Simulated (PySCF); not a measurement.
Some computed properties have been withheld. Give your best values.

tert-butyl isopropyl ether, C7H16O.
SMILES: `CC(C)OC(C)(C)C`

Conformer (atom-mapped SMILES and torsion angles): `[CH3:1][CH:2]([CH3:3])[O:4][C:5]([CH3:6])([CH3:7])[CH3:8]`: C1–C2–O4–C5 120°, C2–O4–C5–C6 -62°.

```json
{"property": "point group of the GFN2-xTB geometry", "level": "GFN2-xTB", "value": "?"}
{"property": "rotational constants A, B, C of the GFN2-xTB geometry", "level": "GFN2-xTB", "value": "2.955, 1.352, 1.199 GHz"}
{"property": "dipole moment", "level": "PBE0/pcSseg-1", "value": "?"}
{"property": "HOMO energy", "level": "PBE0/pcSseg-1", "value": "?"}
{"property": "LUMO energy", "level": "PBE0/pcSseg-1", "value": "1.31 eV"}
{"property": "13C chemical shifts (computed TMS as zero) by class", "level": "GIAO PBE0/pcSseg-1", "value": "74.8 (1 C), 67.3 (1 C), 29.8 (3 C), 27.2 (2 C) ppm"}
{"property": "1H chemical shifts (computed TMS as zero) by class", "level": "GIAO PBE0/pcSseg-1", "value": "?"}
{"property": "isotropic shieldings of nuclei other than C and H, by class", "level": "GIAO PBE0/pcSseg-1", "value": "232 (1 O) ppm"}
```

Electronic properties: PySCF, gas phase, density fitting. NMR classes are plain means over equivalent atoms (diastereotopic ones count apart unless rotation or inversion swaps them), as if these changed places fast; in this geometry the members of some classes differ.

(1) The dipole moment?

(2) The 1H chemical shifts (computed TMS as zero) by class?

(3) Give the point group of the GFN2-xTB geometry.

(4) Give the HOMO energy.

Answers

(1) 1.24 D.

(2) 3.67 (1 H), 1.18 (9 H), 1.13 (6 H) ppm.

(3) Cs.

(4) -7.06 eV.

The rotational constants make it an asymmetric top with κ = (2B − A − C)/(A − C) = -0.83, nearer the prolate limit (−1). With B = h/(8π²I), that is 505.379 GHz u Å² over I, the principal moments of inertia are 171.0, 373.9 and 421.5 u Å² (most abundant isotopes); the inertial defect Ic − Ia − Ib is -123.4 u Å² (zero for a rigid planar frame, negative otherwise). In atomic units the dipole is 0.49 e·bohr (1 au = 2.5417 D). A dipole of 1.24 D is allowed in Cs, and pure rotational transitions are dipole-allowed.

For the NMR shielding job (PBE0/pcSseg-1), time: 71 s of wall time. Hardware: x86-64 server, one thread, no GPU, shared host.

One conformer stands for the species.
